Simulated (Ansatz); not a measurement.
doublet B: levels of theory in one basis

A single B atom.

Basis set: def2-TZVP (spherical functions). Correlated methods keep 1 orbital frozen. Correlation on ROHF uses semicanonical orbitals with singles. Charge 0, multiplicity 2.

Computed with Ansatz (development build ahead of 0.2.0); each method stands on the lowest determinant of its kind that the runs found.

```csv
method,E − E(ROHF) (eV),<S²> of the determinant
ROHF,0.00,0.75
UHF,-0.11,0.76
ROHF-MP2,-1.29,–
UHF-MP2,-1.29,0.76
```

Task: Is a single determinant a sound starting point here?

Result: By this sign, yes. Unrestricted orbitals gain 0.11 eV and <S²> is 0.76 against 0.75 for a pure state.
